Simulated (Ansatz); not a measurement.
Worked example: GeH(CH3)Cl2 + InH3 → GeH2(CH3)Cl + InH2Cl

Gas-phase species: GeH(CH3)Cl2, singlet; InH3 `[InH3]`, singlet; GeH2(CH3)Cl, singlet; InH2Cl `[Cl][InH2]`, singlet. The partners trade Cl for H: Ge–Cl and In–H bonds give way to Ge–H and In–Cl.

Shapes, held fixed at every level: PBE0-D4/def2-TZVP. Programs: Ansatz 0.2.0. The zero-point and thermal change to 298 K, harmonic and unscaled (PBE0-D4/def2-TZVP), is +4.6 kJ/mol.

At CCSD(T)/def2-TZVPP; 1 Eh = 2625.50 kJ/mol:

```
    species   energy (Eh)
GeH(CH3)Cl2  -3035.599565
       InH3   -191.238851
GeH2(CH3)Cl  -2576.418441
     InH2Cl   -650.439428
```

Problem. Work out ΔH(298 K) of the reaction at this level.

Solution. 
1. Products less reactants: (-2576.418441) + (-650.439428) − [(-3035.599565) + (-191.238851)] = -0.019453 Eh = -51.1 kJ/mol.
2. With the thermal change: -51.1 + (+4.6) = -46.5 kJ/mol.

Other levels give -54.9 (HF/def2-TZVPP) to -43.2 kJ/mol (SPW92/def2-TZVPP). No measured value is set beside it here. For atoms past krypton def2 sets carry core potentials with scalar relativity. Relativity is left out for Ge. Outer-core shells of Ge, In are correlated, in sets that cover them unevenly.
